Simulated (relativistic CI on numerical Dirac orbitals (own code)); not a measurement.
## W3+: 5p photoemission

Computed with this model: Dirac-Coulomb-Breit CI, separate exchange-only KLI orbitals for each configuration, a model potential for QED, valence Slater integrals scaled by 0.8, multiplet model of photoemission in the sudden approximation; configurations [Xe] 4f14 5d3 → [Kr] 4d10 4f14 5s2 5p5 5d3; 300 K; Lorentzian 1.5 eV and Gaussian 0.6 eV FWHM. Energies are those of the free ion, without screening or charge transfer. The energies are binding energies and can lie tens of eV above those of solids. S is read from ⟨S²⟩ = S(S + 1).

Field parameters in Wybourne normalisation: D3d B²₀ = −7Dσ, B⁴₀ = −14Dq − 21Dτ, B⁴₃ = −14√(10/7) Dq; D4h B²₀ = −7Ds, B⁴₀ = 21(Dq − Dt), B⁴₄ = 21√(5/14) Dq; Td as Oh with Dq negative (B⁴₀ = 21Dq, B⁴₄ = √(5/14) B⁴₀). The field is a parameter set, without covalency.

free ion: ground-state S = 1.43, centroid 79.69 eV. Peaks (eV, height): 74.2 (100), 79.8 (27), 89.2 (32), 93.2 (26).

Td, 10Dq = -7500 cm⁻¹: ground-state S = 1.38, centroid 79.74 eV. Peaks (eV, height): 74.2 (100), 79.8 (24), 88.2 (25), 93.4 (18).

D4h, 10Dq = 44550, Ds = 1190, Dt = 10 cm⁻¹: ground-state S = 1.48, centroid 79.87 eV. Peaks (eV, height): 74.2 (100), 78.2 (33), 87.4 (31), 89.6 (25), 93.0 (7), 95.8 (7).

D3d, 10Dq = 12150, Dσ = 680, Dτ = -150 cm⁻¹: ground-state S = 1.46, centroid 79.81 eV. Peaks (eV, height): 74.2 (100), 80.6 (21), 84.2 (14), 87.0 (34), 92.6 (18).

Strongest unbroadened transitions for Td, 10Dq = -7500 cm⁻¹:

| Energy (eV) | Relative strength |
| --- | --- |
| 73.83 | 75.0 |
| 73.90 | 80.4 |
| 74.01 | 100.0 |
| 74.21 | 30.0 |
| 74.23 | 55.6 |
| 74.29 | 56.2 |
| 74.30 | 50.3 |
| 75.08 | 43.7 |
| 75.27 | 20.7 |
| 75.31 | 18.7 |
| 75.59 | 30.1 |
| 75.80 | 62.2 |
| 76.01 | 37.1 |
| 79.68 | 21.5 |
| 87.92 | 21.2 |
| 90.07 | 18.8 |
| 92.68 | 22.9 |
| 93.58 | 42.5 |
